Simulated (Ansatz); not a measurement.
AlF2H3OSi, SMILES [O]([Al]([F])[F])[SiH3].

Coordinates come from a B3LYP-D3(BJ)/def2-SVP optimisation. The structure was generated by enumeration; whether it is a known compound was not checked. One conformer was computed; it need not be the lowest.

Two levels are set side by side: PBE/def2-SVPD (Ansatz, a quantum-chemistry and plane-wave program) and CAM-B3LYP/def2-SVPD (Ansatz). Energy differences of separate SCF runs at the same geometry; the states with an electron removed or added have multiplicity 2 and 2. Differences are taken from unrounded values.

```json
[
 {"quantity": "vertical ionisation energy (eV)", "PBE": "10.93"},
 {"quantity": "vertical singlet–triplet gap (eV)", "PBE": "5.84"}
]
```

These are the PBE values. What does CAM-B3LYP give? (Estimate from the structure and the level; the computed values follow.)


```tsv
quantity	CAM-B3LYP	PBE minus CAM-B3LYP
vertical ionisation energy (eV)	11.69	-0.76
vertical singlet–triplet gap (eV)	6.84	-1.00
```
